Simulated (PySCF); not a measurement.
**Si⁺: interval between two levels**

Si⁺ [Ne] 3s2 3p1 [2P3/2, M_J = 3/2] → Si⁺ [Ne] 3s1 3p1 4s1 [4P5/2, M_J = 5/2], as a difference of total energies. Computed with PySCF 2.14 in x2c-TZVPall-2c with one added diffuse shell each of s, p type (6s7p2d1f, 44 functions), with the two-component X2C-1e Hamiltonian. Correlated levels: [Ne] frozen; the 6 highest virtual spinors dropped. "Screened" scales the spin-orbit matrix elements by Boettger's factors to mimic the two-electron term; Breit and QED terms are absent.

| method | interval between two levels (cm⁻¹) |
| --- | --- |
| GHF (spin-free) | 105110 |
| GMP2 (spin-free) | 112730 |
| GHF (screened spin-orbit) | 105130 |
| GMP2 (screened spin-orbit) | 112760 |

Errors of the correlated levels include the incompleteness of this basis and the frozen core.

The labels give the starting determinants; with spin-orbit coupling the two ends relaxed to ⟨J²⟩ = 3.77, ⟨L²⟩ = 2.01, ⟨S²⟩ = 0.75 and ⟨J²⟩ = 8.76, ⟨L²⟩ = 2.01, ⟨S²⟩ = 3.75.

For comparison: 116890 cm⁻¹ (measured; NIST Handbook of Basic Atomic Spectroscopic Data (Sansonetti and Martin, J. Phys. Chem. Ref. Data 34, 1559 (2005))).
